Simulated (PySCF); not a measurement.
Species: C₃H₁₀AsGa.
Structure used (PBE0-D3(BJ)/def2-SVP), in Å, numbered top down from 1:
```
atom  x, y, z in Å
C1    -2.468    0.875   -0.403
C2    -1.248    0.839    0.136
C3    -0.733   -0.276    0.982
As4    0.705   -1.231    0.036
Ga5    2.698    0.301   -0.623
H6    -3.194    0.072   -0.238
H7    -2.787    1.714   -1.025
H8    -0.549    1.662   -0.057
H9    -0.260    0.103    1.902
H10   -1.524   -0.989    1.256
H11    0.940   -2.389    0.982
H12   -0.112   -1.975   -0.998
H13    2.658    1.109    0.739
H14    3.820   -0.788   -0.820
H15    2.049    0.981   -1.891
```

The computed photoelectron lines, unassigned: C 1s: 290.45 (area 1), 291.03 (area 1), 291.28 (area 1) eV.

Computed, not measured: delta-SCF UKS SCAN, pcX-2 on the ionised atom, pcseg-1 elsewhere, spin-free X2C in PySCF. One conformer (not necessarily the lowest) at the PBE0-D3(BJ)/def2-SVP geometry, without solvent, vibrations or thermal averaging.

Q: Assign the C 1s lines to atoms.

A: 290.45 eV: C1 (terminal =CH2 carbon); 291.03 eV: C2 (alkene CH carbon); 291.28 eV: C3 (allylic carbon). Lowest listed C 1s: C1, bonded to C (double bond) and 2 H. Highest, 0.83 eV above it: C3, bonded to C, 2 H and As.

Bonded neighbours of each site: C1: C (double bond) and 2 H; C2: C (double bond), C and H; C3: C, 2 H and As.

Q: What is the longest wavelength that can ionise C 1s of C2 vertically?

A: λ = hc/E = 12398.42 eV Å / 291.03 eV = 42.602 Å.

No level of arsenic or gallium is listed.
